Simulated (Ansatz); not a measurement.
`OCBF` + silanol → `OCBO[SiH3]` + H–F  (ligand exchange at a B–F bond)

Isolated molecules relaxed with PBE0-D4/def2-TZVP in Ansatz; ΔE leaves out vibrations. CBS: MP2 limit from def2 TZ/QZ plus the TZ coupled-cluster correction, frozen cores. This one scheme is used for every species. Functionals use def2-TZVPP. One conformer a species, not always the lowest.

```json
{"level": "r2SCAN", "ΔE (eV)": "0.18"}
{"level": "HF/CBS(def2)", "ΔE (eV)": "0.14"}
```

(1) What does CCSD(T)/CBS give? (Best estimate.)

Largest T1 diagnostic among the species: 0.012.

Results:

(1) Computed: +0.05 eV. The listed levels differ from it by 0.13, 0.09 eV.

The D4 term adds −0.07 eV with B3LYP and −0.04 eV with PBE0; it sums over pairs of atoms, weighted by their polarisabilities, and B3LYP, whose exchange is more repulsive, gets the larger term. From PBE to PBE0 (25 % exact exchange), in def2-TZVPP and without D4, ΔE moves by −0.04 eV.

B3LYP here is the variant with VWN-RPA as its local correlation; programs differ in this.
